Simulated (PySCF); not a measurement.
First SCF of a structure search on singlet [WF3]-, at a hand-made trigonal planar geometry. PySCF input:

```python
from pyscf import gto, scf, dft
mol = gto.M(atom='''
W      0.000000     0.000000     0.000000
F      2.010000     0.000000     0.000000
F     -1.005000     1.740700     0.000000
F     -1.005000    -1.740700     0.000000''',
    basis={'W': 'def2-SVPD', 'F': 'def2-SVPD'},
    ecp={'W': 'def2-SVPD'},
    charge=-1, spin=0)
mf = dft.RKS(mol, xc='PBE0')
mf.grids.atom_grid = (50, 194)
aux = {'W': 'def2-universal-JKFIT', 'F': 'def2-universal-JKFIT'}
mf = mf.density_fit(auxbasis=aux)
mf.conv_tol = 1e-08
mf.diis_space = 10
mf.max_cycle = 60
mf.init_guess = 'minao'
mf.verbose = 4
mf.kernel()
```

Excerpt of the output (cycles and frontier levels):

```
init E= -353.573561435286
cycle= 1 E= -365.982322031203  delta_E= -12.4  |g|= 0.985  |ddm|= 7.25
  HOMO = 0.113288582348233  LUMO = 0.167165010511744  gap/eV = 1.46605
cycle= 2 E= -365.563771307682  delta_E= 0.419  |g|= 1.92  |ddm|= 2.39
  HOMO = 0.0878554285547821  LUMO = 0.153405866893391  gap/eV = 1.78372
cycle= 3 E= -366.15578154221  delta_E= -0.592  |g|= 0.289  |ddm|= 1.21
  HOMO = 0.0236415438121078  LUMO = 0.0909584416925782  gap/eV = 1.83179
cycle= 4 E= -366.179680585757  delta_E= -0.0239  |g|= 0.0431  |ddm|= 0.911
  HOMO = 0.0284118198120389  LUMO = 0.0985094257136687  gap/eV = 1.90745
cycle= 5 E= -366.180455779813  delta_E= -0.000775  |g|= 0.0154  |ddm|= 0.201
  HOMO = 0.0263976515455191  LUMO = 0.0970515384239334  gap/eV = 1.92259
cycle= 6 E= -366.180520863193  delta_E= -6.51e-05  |g|= 0.0106  |ddm|= 0.0273
  HOMO = 0.0250161960949633  LUMO = 0.0958375952199439  gap/eV = 1.92715
cycle= 7 E= -366.180563353476  delta_E= -4.25e-05  |g|= 0.00171  |ddm|= 0.0267
  HOMO = 0.0247092080764943  LUMO = 0.0957370519739555  gap/eV = 1.93277
cycle= 8 E= -366.180568155353  delta_E= -4.8e-06  |g|= 0.000963  |ddm|= 0.0111
  HOMO = 0.0247433296549353  LUMO = 0.0958731284819123  gap/eV = 1.93554
cycle= 9 E= -366.18056952731  delta_E= -1.37e-06  |g|= 0.000509  |ddm|= 0.00671
  HOMO = 0.0248705783445722  LUMO = 0.0960572055900712  gap/eV = 1.93709
cycle= 10 E= -366.180569850039  delta_E= -3.23e-07  |g|= 9.88e-05  |ddm|= 0.00409
  HOMO = 0.0248918850010149  LUMO = 0.0960912952042712  gap/eV = 1.93743
cycle= 11 E= -366.180569861409  delta_E= -1.14e-08  |g|= 1.11e-05  |ddm|= 0.000861
  HOMO = 0.024891167086281  LUMO = 0.0960929607846204  gap/eV = 1.93750
cycle= 12 E= -366.180569861607  delta_E= -1.97e-10  |g|= 1.73e-06  |ddm|= 0.000136
  HOMO = 0.0248915001673709  LUMO = 0.0960933297020929  gap/eV = 1.93750
Extra cycle  E= -366.180569861607  delta_E= -1.71e-13  |g|= 2.52e-06  |ddm|= 3.76e-06
converged SCF energy = -366.180569861607
```

This is not the lowest solution: another start and a stability analysis within the same restricted form found one 0.6 kJ/mol lower, at -366.18079 Eh.

At the minimum of this search the closed-shell solution is unstable towards spin polarisation, so a lower open-shell solution exists. No spin–orbit coupling is included, which matters more the heavier the element.

The search for the lowest solution, 3 starts and the stability check together, took about 26 core-seconds on a shared host.
